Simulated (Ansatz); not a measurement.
Basis-set series for `B1NC[SiH2]1`. Charge 0, multiplicity 1. The structure was optimised at the PBE0-D4/def2-TZVP level.

Cartesian coordinates in Å:
```
B -0.1374 -0.7935 1.1388
N 0.6642 -0.9332 0.0074
C 0.4461 0.1802 -0.9278
Si -0.8391 0.9033 0.3094
H -0.1705 -1.5466 2.0628
H 1.3268 -1.6661 -0.2143
H 1.3506 0.7716 -1.0950
H 0.0601 -0.1532 -1.8951
H -0.4770 2.2447 0.8485
H -2.2237 0.9929 -0.2346
```

```tsv
functional	basis	functions	energy (Eh)	HOMO (eV)	LUMO (eV)
PBE0-D4	def2-SVP	90	-410.35963	-7.41	-0.26
PBE0-D4	def2-QZVPP	421	-410.60950	-7.45	-0.50
ωB97M-V	def2-SVP	90	-410.53612	-9.53	1.82
ωB97M-V	def2-QZVPP	421	-410.79189	-9.59	1.31
```

Question: Give the rows for def2-TZVPP. (Estimate.)

Answer: Computed: 
```
functional       basis  functions  energy (Eh)  HOMO (eV)  LUMO (eV)
   PBE0-D4  def2-TZVPP        219   -410.59277      -7.44      -0.45
   ωB97M-V  def2-TZVPP        219   -410.77632      -9.58       1.48
```

Positive LUMOs are unbound and depend on the basis.
